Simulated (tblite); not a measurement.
Compound: C₅H₄ClFO₂S₂.
Numbering: `[CH3:1][c:2]1[cH:3][c:4]([F:5])[c:6]([S:7](=[O:8])(=[O:9])[Cl:10])[s:11]1` (hydrogens: H12, H13, H14 on C1; H15 on C3)

Computed with GFN2-xTB (tblite), gas phase: L-BFGS steps from a force-field or distance-geometry start until the largest atomic force falls under 0.01 eV/Å.

Step 62: E = -996.9177 eV
```
atom  x, y, z in Å  |  force x, y, z in eV/Å
C1     -2.7248    0.5521   -0.0057    0.027   0.010   0.023
C2     -1.3165    0.1042    0.1286    0.086   0.005  -0.005
C3     -0.8047   -1.1307   -0.1469    0.034  -0.013  -0.049
C4      0.5963   -1.1808    0.0138    0.009   0.004  -0.020
F5      1.3232   -2.2638   -0.2418   -0.042   0.029   0.038
C6      1.1311   -0.0030    0.4459    0.012   0.017  -0.014
S7      2.8012    0.4855    0.6491   -0.028  -0.027  -0.017
O8      3.6710   -0.6211    0.8474   -0.088   0.040   0.028
O9      2.8335    1.5957    1.5411    0.020  -0.008  -0.020
Cl10    3.1879    1.2104   -1.2153   -0.003   0.003   0.024
S11    -0.0678    1.2083    0.6300   -0.013  -0.027  -0.022
H12    -3.0397    1.1043    0.8739   -0.015   0.027   0.077
H13    -3.3863   -0.2954   -0.1532    0.010  -0.064   0.017
H14    -2.8248    1.2170   -0.8612    0.017   0.036  -0.045
H15    -1.3838   -1.9745   -0.4700   -0.025  -0.029  -0.014
```

Step 63: E = -996.9191 eV
```
atom  x, y, z in Å  |  force x, y, z in eV/Å
C1     -2.7218    0.5524    0.0009    0.010   0.012  -0.001
C2     -1.3134    0.1044    0.1270    0.061   0.006   0.016
C3     -0.8063   -1.1315   -0.1535    0.039   0.001  -0.029
C4      0.5948   -1.1824    0.0050    0.026   0.003  -0.014
F5      1.3213   -2.2659   -0.2472   -0.035   0.012   0.022
C6      1.1320   -0.0047    0.4348    0.009   0.001   0.005
S7      2.7979    0.4890    0.6507   -0.044  -0.025  -0.049
O8      3.6681   -0.6134    0.8628   -0.041  -0.012   0.050
O9      2.8181    1.6042    1.5361    0.019   0.011  -0.009
Cl10    3.2015    1.1990   -1.2142   -0.002   0.020   0.012
S11    -0.0633    1.2066    0.6287   -0.047  -0.026  -0.041
H12    -3.0360    1.1047    0.8812   -0.005   0.009   0.065
H13    -3.3818   -0.2957   -0.1492   -0.004  -0.069   0.038
H14    -2.8248    1.2156   -0.8549    0.013   0.062  -0.053
H15    -1.3905   -1.9742   -0.4727    0.001  -0.006  -0.012
```

Step 64: E = -996.9200 eV
```
atom  x, y, z in Å  |  force x, y, z in eV/Å
C1     -2.7194    0.5530    0.0086   -0.009   0.007  -0.017
C2     -1.3106    0.1035    0.1284    0.012  -0.008   0.016
C3     -0.8062   -1.1317   -0.1631    0.023   0.020  -0.009
C4      0.5950   -1.1826   -0.0080    0.024  -0.007  -0.006
F5      1.3210   -2.2645   -0.2672   -0.021   0.003   0.017
C6      1.1324   -0.0075    0.4290   -0.001   0.000   0.020
S7      2.7936    0.4929    0.6541    0.049  -0.028   0.011
O8      3.6651   -0.6043    0.8957   -0.094   0.063   0.030
O9      2.8015    1.6242    1.5220    0.012  -0.070  -0.073
Cl10    3.2147    1.1711   -1.2193    0.001   0.019   0.024
S11    -0.0616    1.2020    0.6361   -0.046  -0.021  -0.050
H12    -3.0314    1.1049    0.8912    0.007  -0.012   0.027
H13    -3.3798   -0.2954   -0.1432    0.004  -0.048   0.053
H14    -2.8239    1.2158   -0.8484    0.011   0.060  -0.025
H15    -1.3946   -1.9733   -0.4803    0.027   0.020  -0.017
```

Q: Estimate the geometry and energy of step 65. (The exact step hangs on the optimiser's Hessian estimate; all steps are aligned on step 64, rigid shifts and turns removed.)

A: E = -996.9205 eV, largest force 0.059 eV/Å
```
atom  x, y, z in Å  |  force x, y, z in eV/Å
C1     -2.7179    0.5534    0.0085   -0.022   0.001  -0.021
C2     -1.3083    0.1045    0.1267   -0.036  -0.014  -0.001
C3     -0.8055   -1.1314   -0.1652    0.002   0.024   0.006
C4      0.5952   -1.1825   -0.0094    0.009   0.002   0.012
F5      1.3188   -2.2667   -0.2611    0.005  -0.014   0.002
C6      1.1321   -0.0067    0.4269   -0.010  -0.002   0.016
S7      2.7917    0.4932    0.6533    0.025  -0.020  -0.019
O8      3.6598   -0.6051    0.8922   -0.020  -0.025   0.039
O9      2.8042    1.6210    1.5234   -0.007  -0.001  -0.022
Cl10    3.2135    1.1771   -1.2153    0.008   0.025  -0.007
S11    -0.0612    1.2031    0.6321   -0.029  -0.003  -0.045
H12    -3.0294    1.1037    0.8937    0.013  -0.023  -0.014
H13    -3.3761   -0.2980   -0.1425    0.009  -0.018   0.055
H14    -2.8241    1.2156   -0.8503    0.009   0.040   0.017
H15    -1.3972   -1.9732   -0.4774    0.045   0.030  -0.021
```

The energy changes by -0.0005 eV. The first-order estimate −F·Δx gives -0.0011 eV and the mean of the old and new forces, exact on a quadratic surface, -0.0005 eV. The step makes an angle of 72° with the force vector and moves no atom by more than 0.007 Å.

The cost below is that of the whole relaxation. The run took 1.3 s on one thread, AMD EPYC 7R43 (x86_64) (shared host).
